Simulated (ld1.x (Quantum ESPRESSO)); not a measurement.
# Cd (Z = 48), TM: configuration errors across variants

- Element: cadmium (Cd)
- Generator: ld1.x (Quantum ESPRESSO) 7.5
- Type: norm-conserving Troullier–Martins (Kleinman–Bylander form)
- Functional: LDA (PZ)
- Relativity: scalar-relativistic
- Frozen core: [Ar] 3d10 4s2
- Valence charge: 18
- Reference configuration: 4p6 4d10 5s1 5p1
- Partial waves: 4p (bound): rc 1.35 bohr; 4d (bound): rc 1.50 bohr; 5s (bound): rc 1.65 bohr
- Local potential: the s channel
- Core correction: none

Occupied shells without a wave of their own: 5p. They enter only through the test configuration that unscreens the potential.

All-electron excitation energies from the reference (eV): (1) 4p6 4d10 5s2 5p0 -4.790; (2) 4p6 4d10 5s1 5p0 4.838; (3) 4p6 4d10 5s0 5p0 22.358; (4) 4p6 4d10 5s1.5 5p0 -0.914; (5) 4p6 4d9 5s2 5p0 13.356; (6) 4p6 4d10 5s0 5p2 5.124; (7) 4p6 4d9 5s2 5p1 7.804; (8) 4p6 4d10 5s1 5p1 spin -0.509; (9) 4p6 4d10 5s1 5p0 spin 4.649.

Spin tests fill each open shell by Hund’s rule, majority spin first.

For the base: The 5p level has no wave, so the channel is fitted at the deeper level alone: the likely source of the large errors.

3 further variants failed, have other tests or too few solved ones, and are left out.

The file “base” misses its own reference levels by 0.5 eV. The file “wave 4d (bound): rc 1.50 bohr becomes 4d (bound): rc 0.92 bohr” misses its own reference levels by 0.5 eV. The file “wave 5s (bound): rc 1.65 bohr becomes 5s (bound): rc 2.46 bohr” misses its own reference levels by 0.6 eV. The file “all radii scaled by about 1.32 (s 2.18, p 1.78, d 1.98 bohr)” misses its own reference levels by 0.6 eV.

Errors AE − PS in meV (a dash: test not solved or not reliable):

```tsv
change	(1)	(2)	(3)	(4)	(5)	(6)	(7)	(8)	(9)	bound ghosts
base	+399	+910	+1499	+642	+1088	-688	-72	-38	+908	none
wave 4d (bound): rc 1.50 bohr becomes 4d (bound): rc 0.92 bohr	+399	+910	+1499	+642	+1088	-688	-72	-38	+908	none
wave 5s (bound): rc 1.65 bohr becomes 5s (bound): rc 2.46 bohr	+461	+1081	+1786	+757	+1200	-825	-155	-48	+1079	none
all radii scaled by about 1.32 (s 2.18, p 1.78, d 1.98 bohr)	+464	+1084	+1790	+760	+1212	-825	-141	-47	+1083	none
```

(1) Give the same row for: wave 4p (bound): rc 1.35 bohr becomes 4p (bound): rc 1.50 bohr.

Results:

(1) +398, +907, +1494, +641, +1085, -686, -71, -38, +906; bound ghosts: none.
